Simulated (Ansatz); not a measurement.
Q: Predict a relaxed structure of [TaO2Cl2]- (TaCl2O2⁻), charge -1, singlet, at PBE-D4/def2-SVPD (Ansatz).

A: 
Cartesian coordinates in Å:
```
Ta 0.022 -0.083 0.053
O 1.090 -1.410 -0.441
O -0.590 -0.502 1.664
Cl -1.835 0.045 -1.483
Cl 1.313 1.950 0.207
```
Point group C2v (tolerance 0.1 Å). The metal has 4 neighbours: O 1.77 Å, O 1.77 Å, Cl 2.41 Å, Cl 2.41 Å. This is one stationary point.

In the def2 sets Ta takes a core potential; there is no spin–orbit coupling. The relaxation made no stability test and no search for a lower SCF solution.
